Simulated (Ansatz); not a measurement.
One change: `[AlH2][SiH3]` becomes `[SiH3][AlH][GeH3]`.

Ansatz, PBE0-D4/def2-TZVP geometries, multiplicity 1. 

Scalar relativity is left out up to krypton.

```csv
property,`[AlH2][SiH3]`
HOMO–LUMO gap (B3LYP/def2-TZVPP) / eV,5.12
size of the dipole moment (PBE/def2-TZVPP) / D,0.20
HOMO–LUMO gap (PBE/def2-TZVPP) / eV,3.66
HOMO energy (PBE0/def2-TZVPP) / eV,-7.62
HOMO–LUMO gap (ωB97M-V/def2-TZVPP) / eV,9.13
HOMO energy (PBE/def2-TZVPP) / eV,-6.55
```

(1) Give the same properties after the change, and the shifts. (Estimate.)

Results:

(1) Computed: 
| property | `[SiH3][AlH][GeH3]` | shift |
| --- | --- | --- |
| HOMO–LUMO gap (B3LYP/def2-TZVPP) / eV | 4.55 | -0.57 |
| size of the dipole moment (PBE/def2-TZVPP) / D | 0.40 | 0.20 |
| HOMO–LUMO gap (PBE/def2-TZVPP) / eV | 3.18 | -0.48 |
| HOMO energy (PBE0/def2-TZVPP) / eV | -7.29 | 0.33 |
| HOMO–LUMO gap (ωB97M-V/def2-TZVPP) / eV | 8.48 | -0.65 |
| HOMO energy (PBE/def2-TZVPP) / eV | -6.29 | 0.26 |

With PBE0 the HOMO rises by 0.33 eV and the LUMO falls by 0.25 eV, so the gap narrows by about 0.58 eV. PBE moves the HOMO by 0.26 eV and ωB97M-V by 0.40 eV. Dipoles are sizes alone; their direction can turn.

B3LYP here is the variant with VWN-RPA as its local correlation; programs differ in this.
